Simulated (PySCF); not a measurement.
Compound: P4S4 realgar, P4S4.
Bonds: P1–S2, P1–P5, P1–S8, S2–P3, P3–S4, P3–P7, S4–P5, P5–S6, S6–P7, P7–S8.

Method: PBE0-D3(BJ)/def2-SVP geometry optimisation, gas phase (PySCF).

Q: Give the optimised bond lengths and angles.

A: 
```tsv
bond	length (Å)
P1–S2 and 7 like bonds	2.125
P1–P5, P3–P7	2.376
```

Bonds in one row agree within 0.01 Å and their mean is given. A selection of angles:
```tsv
angle	degrees
S2–P1–P5	100.2
S2–P1–S8	94.9
P1–S2–P3	99.3
```

Dihedral angles: P5–P1–S2–P3 38° (synclinal); S2–P1–P5–S4 0° (synperiplanar); S2–P1–S8–P7 64° (synclinal); P1–S2–P3–S4 -64° (synclinal); S2–P3–S4–P5 63° (synclinal); S2–P3–P7–S6 -97° (anticlinal); P3–S4–P5–P1 -38° (synclinal); P1–P5–S6–P7 38° (synclinal); P5–S6–P7–P3 38° (synclinal); P3–P7–S8–P1 -38° (synclinal).

All 8 P–S bonds measure 2.124 to 2.126 Å. P1 (phosphorus bonded to P and 2 S) is pyramidal (angles 100.3°, 100.2° and 94.9°, sum 295.4°, 1.07 Å off the plane of its three neighbours).

Point group: D2d (tolerance 0.08 Å). PBE0-D3(BJ)/def2-SVP frequencies: not computed here. The numbers are those of one conformer.

The run took 79 s of wall time on one thread of an Arm Neoverse V2, shared host with 32 logical CPUs at a one-minute load of 18, and the process peaked at 0.65 GiB of memory. This is the geometry optimisation.
